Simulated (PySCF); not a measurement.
Run record: geometry optimisation, `C[CH2][AlH2-][AsH3+]`.

Method: PBE0-D3(BJ)/def2-SVP geometry optimisation, gas phase (PySCF 2.14.0). Start geometry: GFN2-xTB. The input is one job of a driver script: a line of settings, then coordinates in Å.

Input:
```
{"job": {"xc": "PBE0", "basis": "def2-SVP", "d3": "d3bj", "grid": 1, "kind": "geom"}, "charge": 0, "multiplicity": 1}
C     -1.582699    -0.113965    -0.957308
C     -1.475535    -0.087616     0.578825
Al     0.114827     1.093476     0.890939
As     1.921566    -0.717132     0.089371
H     -2.345889    -0.807157    -1.310726
H     -1.818652     0.880947    -1.337032
H     -0.618022    -0.410816    -1.397061
H     -1.313330    -1.120594     0.934488
H     -2.448784     0.206301     0.991216
H      0.509526     2.085596    -0.259593
H      0.858097     1.363769     2.240563
H      2.560565     0.105945    -0.971159
H      3.098444    -0.516915     0.973598
H      2.539206    -1.962312    -0.488289
```

Problem. Estimate the output.

Solution. 
```
step   0  E = -2559.59536309  max force = 0.018113
step   1  E = -2559.60329175  max force = 0.014450
step   2  E = -2559.60685746  max force = 0.011680
step   3  E = -2559.61060622  max force = 0.005904
step   4  E = -2559.61130331  max force = 0.004245
step   5  E = -2559.61212700  max force = 0.001452
step   6  E = -2559.61237584  max force = 0.001385
step   7  E = -2559.61253316  max force = 0.001332
step   8  E = -2559.61258506  max force = 0.001339
step   9  E = -2559.61262472  max force = 0.000506
... (6 lines left out)
step  16  E = -2559.61332928  max force = 0.001513
step  17  E = -2559.61343603  max force = 0.001156
step  18  E = -2559.61346781  max force = 0.001081
step  19  E = -2559.61351616  max force = 0.001190
step  20  E = -2559.61354032  max force = 0.001098
step  21  E = -2559.61355576  max force = 0.000561
step  22  E = -2559.61356486  max force = 0.000481
step  23  E = -2559.61357210  max force = 0.000528
step  24  E = -2559.61357517  max force = 0.000503
step  25  E = -2559.61357585  max force = 0.000257
optimisation converged
```

Energies in Eh; «max force» is the largest Cartesian gradient component in Eh/bohr.

Problem. How much energy does the optimisation release, in kJ/mol?

Solution. E(step 0) − E(last step) = 0.018213 Eh, which is 47.8 kJ/mol.

Main results: final energy -2559.61358 Eh after 25 steps; dipole 3.62 D.

Problem. Where do the atoms end?

Solution. 0.506 Å rms from the input after alignment:
```
atom  x, y, z in Å
C1    -1.3511   -0.0273   -1.2634
C2    -1.4442    0.2181    0.2417
Al3    0.1374    1.0602    1.0915
As4    1.9575   -0.6990    0.3277
H5    -2.2866   -0.4251   -1.6931
H6    -1.1098    0.8960   -1.8158
H7    -0.5609   -0.7571   -1.5159
H8    -1.6813   -0.7224    0.7723
H9    -2.3052    0.8803    0.4559
H10    0.8343    2.3116    0.3651
H11    0.3720    0.8780    2.6686
H12    2.3683   -0.7991   -1.1233
H13    3.3486   -0.6392    0.9144
H14    1.7203   -2.1754    0.5523
```

Problem. How long does this job take on an x86-64 server with one thread, on a shared host?

Solution. About 2.3 min.
Labels such as C1 count atoms from 1, the log's own numbers from 0.
